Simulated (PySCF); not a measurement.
## Electron correlation in Pd (palladium, neutral)

[Kr] 4d9 5s1, 5s spin antiparallel (an excited configuration). Computed with PySCF 2.14 in def2-QZVPP with the def2 core potential (28 electrons) (7s5p4d4f2g, 88 functions), with scalar relativity through the core potential. Frozen: nothing; 18 electrons correlated.

MP2 pair energies summed by pair of shells (mhartree):

```tsv
pair	energy	share (%)
4d-4d	-303.57	45.4
4p-4d	-194.36	29.1
4p-4p	-58.75	8.8
4d-5s	-37.37	5.6
4s-4d	-34.82	5.2
4s-4p	-29.64	4.4
4s-4s	-5.02	0.8
4p-5s	-4.37	0.7
4s-5s	-0.37	0.1
```

Total MP2 correlation energy: -668.29 mhartree.

Same-spin part -211.09 and opposite-spin part -457.19 mhartree; SCS-MP2 scales them by 1/3 and 6/5 to -619.00 mhartree.

The basis has no tight functions for the innermost shells, so their pair energies are far from complete.

This basis was not built for core-valence correlation, so the inner-shell part is incomplete.
